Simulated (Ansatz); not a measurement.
Al₈N₇H₂₂, a nanocrystal cut from wurtzite AlN (hydrogen-capped). The state is a doublet with charge 0. Geometry PBE-D4/def2-SVP; atoms count from 1.

```tsv
atom	x (Å)	y (Å)	z (Å)
Al1	2.018	-2.177	-1.446
N2	0.378	-3.241	-1.737
N3	1.548	-1.013	0.066
Al4	-0.135	-1.461	0.868
Al5	1.066	1.003	2.598
N6	-0.416	-0.180	2.296
Al7	-1.300	-2.245	-2.053
N8	-1.447	-1.079	-0.477
Al9	-1.934	0.973	2.068
Al10	1.770	0.805	-0.520
N11	1.295	1.958	0.975
N12	0.288	1.012	-1.773
Al13	-1.529	0.732	-1.116
Al14	-0.172	3.189	0.517
N15	-1.658	1.897	0.436
H16	3.224	-3.149	-1.024
H17	2.120	-1.221	-2.746
H18	0.256	-3.946	-0.990
H19	0.545	-3.802	-2.589
H20	2.284	-1.231	0.763
H21	-0.208	-2.960	1.438
H22	2.348	0.414	3.350
H23	-0.066	2.153	3.557
H24	-0.565	-0.742	3.153
H25	-2.537	-3.267	-2.087
H26	-0.969	-1.280	-3.307
H27	-2.369	-1.338	-0.084
H28	-3.383	0.394	2.413
H29	-1.044	2.145	3.339
H30	3.209	1.198	-1.085
H31	2.119	2.573	1.102
H32	0.443	0.373	-2.576
H33	0.338	1.971	-2.159
H34	-2.696	1.063	-2.152
H35	-0.411	4.252	1.697
H36	0.091	3.755	-0.978
H37	-2.502	2.472	0.266
```

Single mean-field runs in def2-TZVP are fitted with def2-universal-jkfit. In the charge 0 doublet, H23 and H29 lie 1.00 Å apart (atoms count from 1), so these atoms are partly bonded to each other.

Problem. Estimate the Mulliken populations of the heavy atoms from the PBE0/def2-TZVP orbitals of Ansatz.

Solution. 
| atom | charge (e) | spin (α − β) |
| --- | --- | --- |
| Al1 | 0.25 | 0.00 |
| N2 | -0.56 | 0.00 |
| N3 | -0.45 | 0.00 |
| Al4 | 0.26 | 0.00 |
| Al5 | 0.24 | 0.26 |
| N6 | -0.41 | 0.00 |
| Al7 | 0.26 | 0.00 |
| N8 | -0.45 | 0.00 |
| Al9 | 0.25 | 0.31 |
| Al10 | 0.29 | 0.00 |
| N11 | -0.42 | 0.01 |
| N12 | -0.48 | 0.00 |
| Al13 | 0.29 | 0.01 |
| Al14 | 0.19 | -0.01 |
| N15 | -0.42 | 0.01 |
Mulliken values depend strongly on the basis.

Problem. Where does the spin sit?

Solution. Summed by element: Al 0.57, N 0.02, H 0.41, of 1 unpaired in all. Largest on single atoms: Al9 0.31, Al5 0.26, H29 0.17.

Problem. And the Mayer bond orders between heavy atoms (over 0.3)?

Solution. Al1–N2 0.71 (1.98 Å); Al1–N3 0.72 (1.97 Å); N2–Al7 0.72 (1.98 Å); N3–Al4 0.83 (1.92 Å); N3–Al10 0.81 (1.92 Å); Al4–N6 0.81 (1.94 Å); Al4–N8 0.84 (1.92 Å); Al5–N6 0.81 (1.92 Å); Al5–N11 0.88 (1.90 Å); N6–Al9 0.81 (1.92 Å); Al7–N8 0.72 (1.97 Å); N8–Al13 0.81 (1.92 Å); Al9–N15 0.88 (1.90 Å); Al10–N11 0.80 (1.95 Å); Al10–N12 0.77 (1.95 Å); N11–Al14 0.72 (1.97 Å); N12–Al13 0.77 (1.95 Å); Al13–N15 0.80 (1.94 Å); Al14–N15 0.72 (1.97 Å).
